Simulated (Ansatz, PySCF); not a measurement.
Complex: AsH3 (SMILES [AsH3]) (first 4 atoms) with H4OSi (SMILES O[SiH3]); geometry from B3LYP-D3(BJ)/def2-TZVP, rigid monomers moved along the line of their centres of mass till As1···H7 is 4.65 Å.
(charge 0, multiplicity 1):
```xyz
10

As    -0.37087    -0.12669    -0.24454
H     -1.82746    -0.18720    -0.67451
H      0.14982    -0.50947    -1.62038
H     -0.25697     1.36492    -0.51510
O      1.28611    -1.52745     4.92679
Si     1.16321    -0.26884     5.98344
H      1.02716    -1.35943     4.01130
H      2.04818     0.86264     5.60481
H      1.56828    -0.79231     7.30370
H     -0.22501     0.25512     6.05975
```

Interaction energies are E(AB) − E(A) − E(B) at the monomers' geometry in the complex; basis-set methods are counterpoise corrected. Rows marked so take none.

Correlated levels freeze the cores. Filled d and f shells under p-block atoms count as core. Rows in 6-31G*, LANL2DZ carry no dispersion term and start afresh at each structure (6-31G* with six Cartesian d functions); the Pople sets are all-electron and without relativity. MP2/6-31G* freezes PySCF's default core, which leaves 3d correlated. LANL2DZ brings its own core potentials from Na on.

The values were computed with Ansatz (Gaussian orbitals); PySCF for 6-31G* rows, LANL2DZ rows, the dispersion terms. Values without a source in brackets are computed.

```tsv
level	interaction energy (kcal/mol)
PBE/def2-TZVPPD	-0.44
PBE-D4/def2-TZVPPD	___
r2SCAN/def2-TZVPPD	-0.43
B3LYP/LANL2DZ (no counterpoise)	-0.64
B3LYP-D3(BJ)/def2-TZVPPD	-0.53
wB97X-V/def2-TZVPPD	-0.54
wB97M-V/def2-TZVPPD	-0.52
MP2/6-31G*	-0.66
MP2/def2-SVPD	-0.55
```

Q: Fill in the missing entries.

A: 
- PBE-D4/def2-TZVPPD, interaction energy (kcal/mol): -0.60

Ansatz is an electronic-structure program.
